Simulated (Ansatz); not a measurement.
Reaction (homolysis of the C–N bond): `COCN[SiH3]` → `[CH2]OC`• + `[NH][SiH3]`•

Isolated molecules relaxed with PBE0-D4/def2-TZVP in Ansatz; ΔE leaves out vibrations. CCSD(T)/CBS is the MP2 limit (def2-TZVPP, def2-QZVPP) plus CCSD(T) − MP2 in def2-TZVPP, frozen cores. DFT in def2-TZVPP. B3LYP here is the variant with VWN-RPA as its local correlation; programs differ in this. Open shells (•) are unrestricted, without spin–orbit coupling. One conformer a species, not always the lowest.

`COCN[SiH3]`:

```xyz
14

C     0.558    0.189   -1.922
O     0.991   -0.611   -0.856
C     1.081    0.086    0.367
N    -0.162    0.536    0.912
Si   -1.398   -0.556    1.425
H     0.595   -0.421   -2.824
H    -0.471    0.542   -1.781
H     1.213    1.063   -2.057
H     1.753    0.948    0.250
H     1.543   -0.629    1.052
H    -0.432    1.464    0.628
H    -0.744   -1.620    2.230
H    -2.165   -1.212    0.328
H    -2.362    0.221    2.248
```

`[CH2]OC`•:

```xyz
8

C    -0.803    0.158   -1.027
O     0.383    0.498   -0.491
C     0.693   -0.155    0.718
H    -1.572   -0.246   -0.375
H    -1.051    0.698   -1.929
H    -0.075    0.043    1.475
H     1.648    0.240    1.063
H     0.777   -1.236    0.567
```

`[NH][SiH3]`•:

Cartesian coordinates in Å:
```
N -1.268 0.433 0.262
Si 0.273 -0.293 -0.152
H -1.151 1.340 0.720
H 1.147 -0.399 1.051
H 0.958 0.561 -1.165
H 0.041 -1.643 -0.716
```

(1) What is ΔE at CCSD(T)/CBS? (Best estimate.)

(2) What do these levels give: LDA (SPW92), BLYP-D4, PBE0-D4, r2SCANh-D4, PBE-QIDH, revPBE, r2SCAN, B3LYP, BHLYP, HF/def2-SVP, MP2/def2-SVP, HF/CBS(def2)? (Best estimate.)

Largest T1 diagnostic among the species: 0.016.

Answers

(1) Computed: +4.26 eV.

(2) Computed: LDA (SPW92) 4.89, BLYP-D4 3.87, PBE0-D4 4.10, r2SCANh-D4 3.88, PBE-QIDH 4.22, revPBE 3.67, r2SCAN 3.84, B3LYP 3.78, BHLYP 3.76, HF/def2-SVP 2.99, MP2/def2-SVP 4.53, HF/CBS(def2) 2.74 eV.

From BLYP to BHLYP (50 % exact exchange), in def2-TZVPP and without D4, ΔE moves by +0.13 eV. In def2-TZVPP, CCSD(T) changes the Hartree–Fock value by +1.41 eV (the triples alone add +0.12 eV) and MP2 by +1.76 eV; breaking electron pairs costs correlation energy, which Hartree–Fock lacks.
